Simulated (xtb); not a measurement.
ClMoO₂ (SMILES [O]=[Mo+](=[O])[Cl]), charge +1, singlet, geometry from GFN2-xTB (such geometries of metal compounds can be far from the true shape) (the multiplicity is a formal guess); GFN2-xTB with ALPB(thf) in xtb 6.7.1.

The xtb input:
```
$ xtb mol.xyz --gfn 2 --chrg 1 --alpb thf --json

# file mol.xyz
4

Mo     0.25973957     0.03179508     0.34594877
O      1.47976224    -0.73123762    -0.44550590
O     -0.66819048    -1.02486898     1.19417139
Cl    -1.02362565     0.74785055    -1.20701014
```

Problem. Predict the main parts of the log of this xtb run.

Solution. 
```
   ID    Z sym.   atoms
    1   42 Mo     1
    2    8 O      2, 3
    3   17 Cl     4

           -------------------------------------------------
          |                Calculation Setup                |
           -------------------------------------------------

           -------------------------------------------------
          |                 G F N 2 - x T B                 |
           -------------------------------------------------

      * Solvation model:               ALPB
        Solvent                        thf
        Parameter file                 internal GFN2-xTB/ALPB
        Dielectric constant                7.6000E+00
        Reference state                gsolv [1 M gas/solution]
        Free energy shift                  5.3248E-03 Eh       3.3414E+00 kcal/mol
        Temperature                        2.9815E+02 K
        Density                            8.8300E-01 kg/L
        Solvent mass                       7.2106E+01 g/mol
        Interaction kernel             P16
        Born radius scaling (c1)           1.7311E+00
        Born radii integrator          GBOBC
        Born offset                        0.0000E+00 a0       0.0000E+00 AA
        H-bond correction              true
        Ion screening                  false
        Surface tension                    1.0000E-05 Eh       1.5569E+01 dyn/cm
        Grid points                               230 per atom

          ...................................................
          :                      SETUP                      :
          :.................................................:
          :  # basis functions                  28          :
          :  # atomic orbitals                  26          :
          :  # shells                           10          :
          :  # electrons                        24          :
          :  max. iterations                   250          :
          :  Hamiltonian                  GFN2-xTB          :
          :  restarted?                      false          :
          :  GBSA solvation                   true          :
          :  PC potential                    false          :
          :  electronic temp.          300.0000000     K    :
          :  accuracy                    1.0000000          :
          :  -> integral cutoff          0.2500000E+02      :
          :  -> integral neglect         0.1000000E-07      :
          :  -> SCF convergence          0.1000000E-05 Eh   :
          :  -> wf. convergence          0.1000000E-03 e    :
          :  Broyden damping             0.4000000          :
          :  net charge                          1          :
          :  unpaired electrons                  0          :
          ...................................................

 iter      E             dE          RMSdq      gap      omega  full diag
   1    -12.3347800 -0.123348E+02  0.307E+01    0.15       0.0  T
   2    -12.9752173 -0.640437E+00  0.381E+01    7.01       1.0  T
   3    -13.8936139 -0.918397E+00  0.312E+01    3.46       1.0  T
   4    -13.9207764 -0.271625E-01  0.267E+01    3.16       1.0  T
   5    -14.3059592 -0.385183E+00  0.107E+01    0.92       1.0  T
   6    -14.2989158  0.704340E-02  0.100E+01    1.18       1.0  T
   7    -14.1738815  0.125034E+00  0.157E+01    2.09       1.0  T
   8    -14.3477726 -0.173891E+00  0.304E+00    0.65       1.0  T
   9    -14.1781320  0.169641E+00  0.196E+01    0.08       1.0  T
  10    -14.3333658 -0.155234E+00  0.514E+00    0.44       1.0  T
  11    -14.3125305  0.208353E-01  0.779E+00    0.34       1.0  T
  12    -14.3404148 -0.278842E-01  0.477E+00    0.41       1.0  T
  13    -14.3453207 -0.490594E-02  0.377E+00    0.45       1.0  T
  14    -14.3522137 -0.689302E-02  0.177E+00    0.56       1.0  T
  15    -14.3527145 -0.500824E-03  0.151E+00    0.71       1.0  T
  16    -14.3512715  0.144299E-02  0.231E+00    0.75       1.0  T
  17    -14.3535353 -0.226376E-02  0.115E+00    0.66       1.0  T
  18    -14.3539037 -0.368383E-03  0.421E-01    0.63       1.0  T
  19    -14.3539549 -0.512342E-04  0.116E-01    0.61       1.0  T
  20    -14.3539512  0.376547E-05  0.162E-01    0.61       1.0  T
  21    -14.3539616 -0.103959E-04  0.594E-02    0.62       1.0  T
  22    -14.3539629 -0.137085E-05  0.165E-02    0.62       3.0  T
  23    -14.3539630 -0.975633E-07  0.844E-03    0.62       5.9  T
  24    -14.3539631 -0.412172E-07  0.101E-02    0.62       5.0  T
  25    -14.3539631 -0.208095E-07  0.790E-03    0.62       6.3  T
  26    -14.3539631 -0.174661E-07  0.429E-03    0.62      11.7  T
  27    -14.3539631 -0.848663E-08  0.892E-04    0.62      56.1  T
  28    -14.3539631 -0.371768E-09  0.464E-05    0.62    1078.2  T

   *** convergence criteria satisfied after 28 iterations ***

         :::::::::::::::::::::::::::::::::::::::::::::::::::::
         ::                     SUMMARY                     ::
         :::::::::::::::::::::::::::::::::::::::::::::::::::::
         :: total energy             -14.297192832026 Eh    ::
         :: total w/o Gsasa/hb       -14.289881286868 Eh    ::
         :: gradient norm              0.005651165992 Eh/a0 ::
         :: HOMO-LUMO gap              0.618930981616 eV    ::
         ::.................................................::
         :: SCC energy               -14.353962905596 Eh    ::
         :: -> isotropic ES            0.223763356085 Eh    ::
         :: -> anisotropic ES          0.002107038656 Eh    ::
         :: -> anisotropic XC          0.005637287625 Eh    ::
         :: -> dispersion             -0.002724444974 Eh    ::
         :: -> Gsolv                  -0.078319690001 Eh    ::
         ::    -> Gelec               -0.071008144843 Eh    ::
         ::    -> Gsasa               -0.012636360602 Eh    ::
         ::    -> Ghb                  0.000000000000 Eh    ::
         ::    -> Gshift               0.005324815444 Eh    ::
         :: repulsion energy           0.056770073570 Eh    ::
         :: add. restraining           0.000000000000 Eh    ::
         :: total charge               1.000000000744 e     ::
         :::::::::::::::::::::::::::::::::::::::::::::::::::::

           -------------------------------------------------
          |                Property Printout                |
           -------------------------------------------------

    * Orbital Energies and Occupations

         #    Occupation            Energy/Eh            Energy/eV
      -------------------------------------------------------------
         1        2.0000           -1.1978954             -32.5964
         2        2.0000           -0.8096276             -22.0311
         3        2.0000           -0.7865668             -21.4036
         4        2.0000           -0.6543340             -17.8053
         5        2.0000           -0.6361937             -17.3117
         6        2.0000           -0.6306863             -17.1618
         7        2.0000           -0.6287428             -17.1090
         8        2.0000           -0.6140508             -16.7092
         9        2.0000           -0.6115931             -16.6423
        10        2.0000           -0.5945236             -16.1778
        11        2.0000           -0.5871718             -15.9778
        12        2.0000           -0.5779174             -15.7259 (HOMO)
        13        0.0000           -0.5551721             -15.1070 (LUMO)
        14                         -0.4675318             -12.7222
        15                         -0.4130896             -11.2407
        16                         -0.3529732              -9.6049
        17                         -0.3401560              -9.2561
        18                         -0.2698425              -7.3428
        19                         -0.1420149              -3.8644
        20                         -0.1407579              -3.8302
        21                         -0.1325487              -3.6068
        22                         -0.1255054              -3.4152
        23                         -0.1187918              -3.2325
       ...                                ...                  ...
        26                          0.3654471               9.9443
      -------------------------------------------------------------
                  HL-Gap            0.0227453 Eh            0.6189 eV
             Fermi-level           -0.5665447 Eh          -15.4165 eV

     #   Z          covCN         q      C6AA      α(0)
     1  42 Mo       2.448     1.185   332.045    43.842
     2   8 O        0.804    -0.274    19.333     5.894
     3   8 O        0.804    -0.274    19.333     5.894
     4  17 Cl       0.840     0.362    88.925    14.426

 Mol. C6AA /au·bohr⁶  :       1274.263341
 Mol. C8AA /au·bohr⁸  :      84605.967013
 Mol. α(0) /au        :         70.055704

Wiberg/Mayer (AO) data.
largest (>0.10) Wiberg bond orders for each atom

 ---------------------------------------------------------------------------
     #   Z sym  total        # sym  WBO       # sym  WBO       # sym  WBO
 ---------------------------------------------------------------------------
     1  42 Mo   6.637 --     2 O    2.369     3 O    2.369     4 Cl   1.900
     2   8 O    2.581 --     1 Mo   2.369     4 Cl   0.114
     3   8 O    2.581 --     1 Mo   2.369     4 Cl   0.114
     4  17 Cl   2.127 --     1 Mo   1.900     2 O    0.114     3 O    0.114
 ---------------------------------------------------------------------------

Topologies differ in total number of bonds
Writing topology from bond orders to xtbtopo.mol

molecular dipole:
                 x           y           z       tot (Debye)
 q only:       -0.539       1.492      -0.439
   full:       -0.474       2.542      -0.166       6.585
molecular quadrupole (traceless):
                xx          xy          yy          xz          yz          zz
 q only:       -0.926      -0.852      -0.756       5.105      -0.367       1.682
  q+dip:       -0.931      -0.263      -1.722       6.488       0.408       2.653
   full:       -1.125      -0.183      -1.653       6.983       0.624       2.779

           -------------------------------------------------
          | TOTAL ENERGY              -14.297192832026 Eh   |
          | GRADIENT NORM               0.005651165992 Eh/α |
          | HOMO-LUMO GAP               0.618930981616 eV   |
           -------------------------------------------------

normal termination of xtb
```
